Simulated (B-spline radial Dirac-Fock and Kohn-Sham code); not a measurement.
**Pt⁵²⁺: eigenvalues, ΔSCF and the reference**

System: Pt⁵²⁺ in the configuration [Ar] 3d8.

The density-functional columns are spherical, spin-unpolarised Dirac-Kohn-Sham results without Breit or QED terms: −ε is minus the orbital energy of the initial state and ΔSCF the difference of two total energies. The reference in the last column comes from Dirac-Fock energy differences between relaxed states, corrected for Breit and QED terms. All numbers are from an atomic code on a B-spline grid, in eV; a selection of levels is shown. For the 1s level of heavy atoms much of the gap between ΔSCF and the reference is the Breit and QED part, -416.7 eV here; for other levels the error of the functional can be larger.

```tsv
level	LDA −ε	LDA ΔSCF	Dirac-Fock
K (1s)	81306.7	81946.5	81539.3
L1 (2s)	16756.2	16905.8	16951.9
L2 (2p1/2)	16213.2	16396.4	16357.0
L3 (2p3/2)	14473.5	14633.6	14634.1
M1 (3s)	6023.4	6086.7	6126.4
M2 (3p1/2)	5790.6	5857.6	5870.8
M3 (3p3/2)	5379.2	5441.4	5459.8
M4,5 (3d)	4954.3	5024.9	5021.8
```

Values without a named source are computed, but for edge energies of neutral atoms, which are taken from tables.
